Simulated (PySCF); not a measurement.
An equivalent PySCF input for Br⁺ (bromine, charge +1), [Ar] 3d10 4s2 4p4, high-spin 3P determinant, with no relativity, point nucleus:

```python
from pyscf import gto, scf, dft, mp, cc
import basis_set_exchange as bse
mol = gto.M(atom="Br 0 0 0", charge=1, spin=2, symmetry="D2h",
            basis=gto.basis.parse(bse.get_basis("def2-SVP", elements=["Br"], fmt="nwchem", header=False)))
mf = scf.UHF(mol)
mf.irrep_nelec = {'Ag': (6, 6), 'B1g': (1, 1), 'B2g': (1, 1), 'B3g': (1, 1), 'B1u': (3, 2), 'B2u': (3, 3), 'B3u': (3, 2)}
mf.kernel()
```

It reaches the same state as the run whose output follows, and the same energy. The run itself started from symmetry-adapted Hartree-Fock orbitals and held the occupation by maximum overlap, so the iterations belong to that start.

```
SCF conv_tol = 1e-09
number electrons alpha = 18  beta = 16
cycle= 1 E= -2571.68479925113  delta_E= -0.00339  |g|= 0.0213  |ddm|= 0.0639
cycle= 2 E= -2571.68513247177  delta_E= -0.000333  |g|= 0.0069  |ddm|= 0.0204
cycle= 3 E= -2571.68517238406  delta_E= -3.99e-05  |g|= 0.000469  |ddm|= 0.0102
cycle= 4 E= -2571.6851726171  delta_E= -2.33e-07  |g|= 0.000145  |ddm|= 0.00117
cycle= 5 E= -2571.68517262871  delta_E= -1.16e-08  |g|= 2.78e-05  |ddm|= 0.000274
cycle= 6 E= -2571.68517262947  delta_E= -7.6e-10  |g|= 4.51e-06  |ddm|= 0.000102
converged SCF energy = -2571.68517262947  <S^2> = 2.0065886  2S+1 = 3.0043892
```
